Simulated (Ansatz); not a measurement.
Start from `NC(N)N` and change one element to get `[NH2][GeH]([NH2])[NH2]`.

Ansatz, PBE0-D4/def2-TZVP geometries, multiplicity 1. Each molecule was computed in one conformer, which needn't be the lowest.

Scalar relativity is left out up to krypton.

```tsv
property	`NC(N)N`
zero-point energy (PBE0-D4/def2-TZVP) / kJ/mol	261.7
HOMO energy (ωB97M-V/def2-TZVPP) / eV	-9.35
LUMO energy (B3LYP/def2-TZVPP) / eV	0.44
LUMO energy (PBE/def2-TZVPP) / eV	0.00
HOMO–LUMO gap (B3LYP/def2-TZVPP) / eV	7.12
HOMO energy (PBE/def2-TZVPP) / eV	-5.38
```

(1) Give the same properties after the change, and the shifts. (An estimate is asked.)

## Answers

(1) Ansatz gave: 
| property | `[NH2][GeH]([NH2])[NH2]` | shift |
| --- | --- | --- |
| zero-point energy (PBE0-D4/def2-TZVP) / kJ/mol | 225.3 | -36.4 |
| HOMO energy (ωB97M-V/def2-TZVPP) / eV | -9.50 | -0.15 |
| LUMO energy (B3LYP/def2-TZVPP) / eV | 0.44 | 0.00 |
| LUMO energy (PBE/def2-TZVPP) / eV | -0.03 | -0.03 |
| HOMO–LUMO gap (B3LYP/def2-TZVPP) / eV | 7.28 | 0.16 |
| HOMO energy (PBE/def2-TZVPP) / eV | -5.62 | -0.24 |

B3LYP here is the variant with VWN-RPA as its local correlation; programs differ in this.
